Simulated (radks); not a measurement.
The numbers below are computed, except where a source is named.
Problem. Numerical settings for the beryllium ion Be+, [He] 2s1. Code: a radial shooting solver on a logarithmic mesh with Libxc functionals. Model: non-relativistic Kohn-Sham, BLYP, spin-polarised, spherical densities, point nucleus; open shells are filled with parallel spins first. The defaults (mesh step 0.008 in ln r, mesh end at 40 bohr or more with all orbitals vanishing there, Anderson mixing 0.5 over 9 steps, residual threshold near 1e-9 with the energy settled to 1e-9 hartree or 1e-11 of itself, here a cap of 76 iterations) give E = -14.3316 hartree and 2s at -14.294 eV in 13 iterations. Run on one thread of a shared host, so times are rough (Intel(R) Xeon(R) 6975P-C): 0.04 s of CPU time, 0.04 s wall, 13 iterations on 2476 mesh points. One setting is changed at a time: mesh step in ln r 0.2; mesh step in ln r 0.012; mesh step in ln r 0.02; mesh end (bohr) 8; mesh end (bohr) 400; residual threshold 0.01; residual threshold 1e-13; mixing 2.5; linear mixing, mixing 0.8; linear mixing, mixing 0.2; mixing history 2; iteration cap 2. Which runs fail to converge, and which converge to a wrong energy?

Solution. Not converged within the cap: mesh step in ln r 0.2; residual threshold 1e-13; linear mixing, mixing 0.2; iteration cap 2. No run marked as converged misses the energy by more than 1 mhartree.
